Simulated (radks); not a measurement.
The zinc ion Zn3+, configuration [Ar] 3d8 4s1 (not the ground configuration). All-electron calculation, Dirac Kohn-Sham, LDA (Slater exchange, Perdew-Wang correlation), spin-unpolarised, spherical densities, finite nucleus; open shells are shared between the two j in proportion to 2j + 1; Fermi nuclear charge, rms radius 3.9283 fm. Program: a radial shooting solver on a logarithmic mesh with Libxc functionals.

Unscreened Slater integrals over Kohn-Sham orbitals (cm^-1). Large and small components are both included.

\begin{tabular}{lr}
integral & value \\ \hline
F0(4s1/2,4s1/2) & 102020 \\
F0(4s1/2,3d5/2) & 128170 \\
G2(4s1/2,3d5/2) & 13952 \\
F0(4s1/2,3d3/2) & 128260 \\
G2(4s1/2,3d3/2) & 13811 \\
F0(4s1/2,3p3/2) & 129830 \\
G1(4s1/2,3p3/2) & 9358.7 \\
F0(3d5/2,3d5/2) & 258000 \\
F2(3d5/2,3d5/2) & 120830 \\
F4(3d5/2,3d5/2) & 75456 \\
F0(3d5/2,3d3/2) & 258700 \\
F2(3d5/2,3d3/2) & 121140 \\
G2(3d5/2,3d3/2) & 120990 \\
G4(3d5/2,3d3/2) & 75556 \\
F0(3d5/2,3p3/2) & 268660 \\
F2(3d5/2,3p3/2) & 127710 \\
G1(3d5/2,3p3/2) & 156660 \\
G3(3d5/2,3p3/2) & 95815 \\
F0(3d3/2,3d3/2) & 259400 \\
F2(3d3/2,3d3/2) & 121450 \\
F0(3d3/2,3p3/2) & 269400 \\
F2(3d3/2,3p3/2) & 128010 \\
G1(3d3/2,3p3/2) & 156880 \\
G3(3d3/2,3p3/2) & 95966 \\
F0(3p3/2,3p3/2) & 282410 \\
F2(3p3/2,3p3/2) & 141090 \\
\end{tabular}
